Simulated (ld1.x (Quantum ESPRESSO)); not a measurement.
# Scattering properties, PAW potential for europium

* Element: Eu (Z = 63)
* Generator: ld1.x (Quantum ESPRESSO) 7.5
* Type: PAW
* Functional: PBE
* Relativity: fully relativistic
* Frozen core: [Kr] 4d10
* Valence charge: 17
* Reference configuration: 4f7 5s2 5p6 5d0 6s1.75 6p0.25
* Partial waves: 5s (bound): rcut 1.75, rcutus 2.00 bohr; 6s (bound): rcut 1.75, rcutus 2.00 bohr; 5p (bound): rcut 2.75, rcutus 3.10 bohr; 6p (bound): rcut 2.75, rcutus 3.10 bohr; 5d (bound, empty): rcut 0.75, rcutus 0.85 bohr; 5d channel at 2.95 Ry: rcut 0.75, rcutus 0.85 bohr; 4f (bound): rcut 1.25, rcutus 1.65 bohr; 4f channel at 2.8 Ry: rcut 1.25, rcutus 1.65 bohr
* Local potential: all-electron potential smoothed inside 2.30 bohr (lloc = -1)
* Core correction: a·sin(br)/r model core, default radius (ld1.x builds one for every PAW set, though the input has nlcc=.false.)
* Augmentation charge: BESSEL, radius 0.80 bohr

Open shells are filled in proportion to 2j + 1 (rel_dist='average').

The phase is arctan(r·u′/u) with u = r·R(r), unwrapped; energies in Ry, scanned from -5 to 5 Ry. A pole is an energy at which the radial function vanishes at the test radius. The pseudo phase is shifted by a multiple of π to meet the all-electron one at the reference energy, and phase errors are pseudo minus all-electron; the curves can meet again beyond the range given. Levels narrower than the energy grid can be missing from the lists of poles.

```csv
channel,radius (bohr),reference energy (Ry),"poles, all-electron","poles, pseudo",unbroken range about the reference energy with phases within 0.05 rad,phase error 1 Ry above the reference energy (rad)
s,3.36,-0.28,"-3.29, 1.45","-3.29, 1.61",below 2.2,+0.008
p1/2,3.36,-0.11,"-1.92, 2.29","-1.92, -0.99, 1.62",-0.7 to 0.2,-0.164
p3/2,3.36,-0.10,"-1.61, 2.56","-1.60, -1.35, 1.91",-1.1 to 0.3,-0.182
d3/2,3.36,-0.14,"0.35, 4.32","0.35, 4.32",the whole range,+0.000
d5/2,3.36,-0.13,"0.39, 4.39","0.39, 4.39",the whole range,+0.000
f5/2,3.36,-0.25,"-0.23, 2.64","-0.23, 2.64",the whole range,+0.000
f7/2,3.36,-0.20,"-0.18, 2.66","-0.18, 2.66",the whole range,+0.000
```

The ghost test of this file was not conclusive.

Phases in the p3/2 channel:

```json
{"E (Ry)": "-5.00", "all-electron": "1.430", "pseudo": "4.575"}
{"E (Ry)": "-4.74", "all-electron": "1.425", "pseudo": "4.571"}
{"E (Ry)": "-4.48", "all-electron": "1.421", "pseudo": "4.566"}
{"E (Ry)": "-4.22", "all-electron": "1.415", "pseudo": "4.561"}
{"E (Ry)": "-3.96", "all-electron": "1.409", "pseudo": "4.556"}
{"E (Ry)": "-3.70", "all-electron": "1.402", "pseudo": "4.550"}
{"E (Ry)": "-3.44", "all-electron": "1.394", "pseudo": "4.543"}
{"E (Ry)": "-3.18", "all-electron": "1.384", "pseudo": "4.535"}
{"E (Ry)": "-2.92", "all-electron": "1.372", "pseudo": "4.525"}
{"E (Ry)": "-2.66", "all-electron": "1.356", "pseudo": "4.512"}
{"E (Ry)": "-2.40", "all-electron": "1.332", "pseudo": "4.493"}
{"E (Ry)": "-2.14", "all-electron": "1.289", "pseudo": "4.460"}
{"E (Ry)": "-1.88", "all-electron": "1.117", "pseudo": "4.325"}
{"E (Ry)": "-1.62", "all-electron": "-1.563", "pseudo": "1.597"}
{"E (Ry)": "-1.36", "all-electron": "-1.740", "pseudo": "-0.708"}
{"E (Ry)": "-1.10", "all-electron": "-1.798", "pseudo": "-1.849"}
{"E (Ry)": "-0.84", "all-electron": "-1.846", "pseudo": "-1.868"}
{"E (Ry)": "-0.58", "all-electron": "-1.902", "pseudo": "-1.913"}
{"E (Ry)": "-0.32", "all-electron": "-1.980", "pseudo": "-1.983"}
{"E (Ry)": "-0.06", "all-electron": "-2.108", "pseudo": "-2.108"}
{"E (Ry)": "0.20", "all-electron": "-2.355", "pseudo": "-2.374"}
{"E (Ry)": "0.46", "all-electron": "-2.912", "pseudo": "-3.061"}
{"E (Ry)": "0.72", "all-electron": "-3.732", "pseudo": "-3.966"}
{"E (Ry)": "0.98", "all-electron": "-4.200", "pseudo": "-4.364"}
{"E (Ry)": "1.24", "all-electron": "-4.411", "pseudo": "-4.533"}
{"E (Ry)": "1.50", "all-electron": "-4.523", "pseudo": "-4.626"}
{"E (Ry)": "1.76", "all-electron": "-4.593", "pseudo": "-4.686"}
{"E (Ry)": "2.02", "all-electron": "-4.642", "pseudo": "-4.731"}
{"E (Ry)": "2.28", "all-electron": "-4.679", "pseudo": "-4.767"}
{"E (Ry)": "2.54", "all-electron": "-4.710", "pseudo": "-4.801"}
{"E (Ry)": "2.80", "all-electron": "-4.737", "pseudo": "-4.833"}
{"E (Ry)": "3.06", "all-electron": "-4.763", "pseudo": "-4.868"}
{"E (Ry)": "3.32", "all-electron": "-4.788", "pseudo": "-4.907"}
{"E (Ry)": "3.58", "all-electron": "-4.816", "pseudo": "-4.954"}
{"E (Ry)": "3.84", "all-electron": "-4.847", "pseudo": "-5.016"}
{"E (Ry)": "4.10", "all-electron": "-4.887", "pseudo": "-5.104"}
{"E (Ry)": "4.36", "all-electron": "-4.941", "pseudo": "-5.242"}
{"E (Ry)": "4.62", "all-electron": "-5.024", "pseudo": "-5.484"}
{"E (Ry)": "4.88", "all-electron": "-5.174", "pseudo": "-5.933"}
```
